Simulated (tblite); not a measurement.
Input of a run (GFN2-xTB geometry optimisation, gas phase (tblite 0.8.0)), started from a force field or distance geometry:
```
{"job": {"kind": "relax", "xc": "GFN2-xTB", "basis": "xTB"}, "charge": 0, "multiplicity": 2}
C     -2.196900     1.283200    -0.331900
C     -1.197100     0.234900    -0.016400
C     -1.641000    -1.036500     0.645000
C      0.076900     0.477200    -0.322100
C      1.186500    -0.478900    -0.046400
N      2.200200     0.054800     0.811400
C      3.557200    -0.079000     0.385900
O      4.147800     0.873600    -0.187000
H     -1.839900     1.973600    -1.116800
H     -3.103800     0.717300    -0.663200
H     -2.536700     1.823400     0.579800
H     -1.339000    -1.916700     0.074500
H     -2.781900    -1.013400     0.600800
H     -1.409200    -1.078500     1.718200
H      0.326000     1.423600    -0.782300
H      0.837600    -1.443400     0.417300
H      1.673900    -0.767100    -0.999400
H      4.030800    -1.041800     0.596300
```

Output (eV, eV/Å):
```
step      E/eV     max force
  0    -674.82419    4.195
  1    -675.15794    3.930
  2    -675.30992    1.069
  3    -675.36545    0.753
  4    -675.43267    0.519
  5    -675.45126    0.417
  6    -675.46687    0.380
  7    -675.48374    0.493
  8    -675.50220    0.526
  9    -675.51895    0.417
 10    -675.53632    0.309
 11    -675.55355    0.303
 12    -675.56892    0.323
 13    -675.58062    0.318
 14    -675.59022    0.251
 15    -675.60060    0.228
 16    -675.61105    0.257
 17    -675.61980    0.235
 18    -675.62708    0.234
 19    -675.63510    0.233
 20    -675.64661    0.291
 21    -675.66318    0.418
 22    -675.68197    0.465
 23    -675.70061    0.561
 24    -675.64557    1.854
 25    -675.73455    0.449
 26    -675.75151    0.503
 27    -675.77934    0.611
 28    -675.79050    0.212
 29    -675.79478    0.175
 30    -675.80793    0.218
 31    -675.81049    0.154
 32    -675.81257    0.138
 33    -675.81485    0.119
 34    -675.81674    0.130
 35    -675.81893    0.109
 36    -675.82088    0.114
 37    -675.82272    0.120
 38    -675.82414    0.086
 39    -675.82526    0.086
 40    -675.82629    0.071
 41    -675.82736    0.078
 42    -675.82863    0.132
 43    -675.83033    0.160
 44    -675.83249    0.140
 45    -675.83467    0.112
 46    -675.83635    0.116
 47    -675.83753    0.086
 48    -675.83870    0.085
 49    -675.84024    0.099
 50    -675.84189    0.099
 51    -675.84317    0.075
 52    -675.84404    0.056
 53    -675.84479    0.057
 54    -675.84549    0.052
 55    -675.84603    0.046
 56    -675.84642    0.044
 57    -675.84684    0.042
 58    -675.84746    0.063
 59    -675.84832    0.076
 60    -675.84919    0.072
 61    -675.84975    0.043
 62    -675.85005    0.037
 63    -675.85022    0.032
 64    -675.85035    0.031
 65    -675.85048    0.029
 66    -675.85060    0.025
 67    -675.85069    0.025
 68    -675.85077    0.019
 69    -675.85085    0.020
 70    -675.85094    0.024
 71    -675.85105    0.023
 72    -675.85115    0.020
 73    -675.85123    0.021
 74    -675.85133    0.022
 75    -675.85143    0.022
 76    -675.85151    0.017
 77    -675.85155    0.010
 78    -675.85157    0.009
```

**Question.** Summarise the run.

**Answer.** The energy falls by 1.027 eV over 78 L-BFGS steps, the largest force on an atom goes from 4.20 to 0.009 eV/Å, and the atoms move by 0.385 Å rms after alignment. The bond that changes most is N6–C7 (ends: nitrogen bonded to 2 C; carbon bonded to N, O and H), which shortens by 0.153 Å. Bonds longer at the end by more than 0.005 Å: 3 of 17; shorter: 10. Among the angles that change most is C5–N6–C7, from 117.3° to 132.9°. Among the dihedrals that turn most is C5–N6–C7–H18, from -82° to 0°. The energy rose by more than 1e-5 eV at step 24. The first step brought 32 % of the lowering.

**Question.** What are the final bond lengths?

**Answer.** C1–C2 1.498 Å, C2–C3 1.503 Å, C2=C4 1.327 Å, C4–C5 1.510 Å, C5–N6 1.411 Å, N6–C7 1.276 Å, C7=O8 1.213 Å, C1–H9 1.086 Å, C1–H10 1.089 Å, C1–H11 1.090 Å, C3–H12 1.089 Å, C3–H13 1.087 Å, C3–H14 1.090 Å, C4–H15 1.079 Å, C5–H16 1.099 Å, C5–H17 1.102 Å, C7–H18 1.140 Å. Numbering counts from 1 in the input's order; the species is `CC(C)=CC[N]C=O` [radical].

Hardware: Arm Neoverse V2, one thread, shared host with 192 logical CPUs at a one-minute load of 324. Cost: 0.45 s of wall time.

GFN2-xTB frequencies show an imaginary mode (43i cm⁻¹), so the point is no minimum at that level. 3 starts were optimised and ended at 0.00, 0.06 and 0.12 kcal/mol (GFN2-xTB); the lowest of these is shown.

One conformer stands for the species.

These are computed values.
